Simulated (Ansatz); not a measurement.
The same path of CH$_{5}$NOSi (9 atoms, charge 0, multiplicity 1) was run twice with different band settings. The coordinate that changes most is the dihedral N1–Si2–C3–O4.

Method: Ansatz 0.2.0, RKS PBE0/def2-mTZVP.

Relaxed end points:

```xyz
9
Properties=species:S:1:pos:R:3
N -0.749 0.819 -0.966
Si 0.272 -0.467 -0.495
C 0.281 -0.330 1.428
O -0.252 0.606 1.983
H -0.814 1.193 -1.899
H -0.986 1.499 -0.256
H 1.691 -0.398 -0.960
H -0.231 -1.816 -0.880
H 0.787 -1.108 2.046
```

```xyz
9
Properties=species:S:1:pos:R:3
N -0.832 0.921 -0.910
Si 0.382 -0.190 -0.416
C 0.273 -0.623 1.465
O 1.166 -1.213 2.029
H -1.548 0.666 -1.571
H -0.722 1.920 -0.845
H 1.763 0.317 -0.634
H 0.162 -1.462 -1.156
H -0.644 -0.337 2.038
```

Common settings: movable images 5; climbing image yes; optimiser quadratic models (default); start path IDPP; force threshold 0.03 eV/Å; iteration limit 60; end points relaxed.

| run | spring |
| --- | --- |
| 1 | 5.0 eV/Å² |
| 2 | 2.0 to 10.0 eV/Å², energy-weighted |

What does each run give, and how far can it be trusted?

Run 1: converged after 9 iterations, highest image 0.073 eV above the first end. A vibrational analysis at the climbing image gives one clearly imaginary mode, 66i cm⁻¹: a first-order saddle point.
Run 2: converged after 13 iterations, highest image 0.073 eV above the first end. Another band between the same ends (5 images) ends at a top of the same energy, where a vibrational analysis finds 1 clearly imaginary mode.
